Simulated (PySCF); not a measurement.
Excitations are Tamm–Dancoff values on a coarser integration grid.

Cartesian coordinates (Å):
SMILES: O[SiH2]Br
```xyz
6

O      1.3119    -0.0257    -0.0958
Si    -0.3010    -0.2572    -0.0386
Br    -1.2946     1.3285     1.1647
H      1.6733     0.7944    -0.4385
H     -0.9189    -0.1980    -1.3738
H     -0.5098    -1.5481     0.6253
```
Charge 0, multiplicity 1.

Task: Give the T1 excitation (TDA), LUMO and dipole moment at the level PySCF with CAM-B3LYP-D3(BJ)/def2-TZVPD.

Result: 
```json
{
  "T1 excitation (TDA)": "6.76 eV",
  "LUMO": "0.29 eV",
  "dipole_moment": "1.43 D"
}
```
